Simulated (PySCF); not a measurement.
Precursor series Zn F-OH. All species are isolated molecules in the gas phase. One relaxed conformer stands for each flexible species; it need not be the lowest.

The charge on the central atom (meta-Löwdin) from two functionals at the same geometries (TPSS-D3(BJ)/def2-SVP), both in PySCF: PBE-D3(BJ)/def2-TZVP and B3LYP-D3(BJ)/def2-TZVP. B3LYP has the VWN-RPA correlation part, as in Gaussian. 

```csv
species,PBE-D3(BJ)/def2-TZVP (e)
0 of 2 F replaced by OH ([Zn(F)2]),1.37
1 of 2 F replaced by OH ([Zn(F)(OH)]),1.30
2 of 2 F replaced by OH ([Zn(OH)2]),1.23
```

**Question.** What does B3LYP-D3(BJ)/def2-TZVP give for each?

**Answer.** 
- 0 of 2 F replaced by OH ([Zn(F)2]): 1.43
- 1 of 2 F replaced by OH ([Zn(F)(OH)]): 1.35
- 2 of 2 F replaced by OH ([Zn(OH)2]): 1.29
Over these rows, drawn at random from the members with no instability flagged (it was tested for open shells, ions and some series alone), PBE minus B3LYP-D3(BJ): mean -0.06 e, from -0.06 e to -0.06 e.
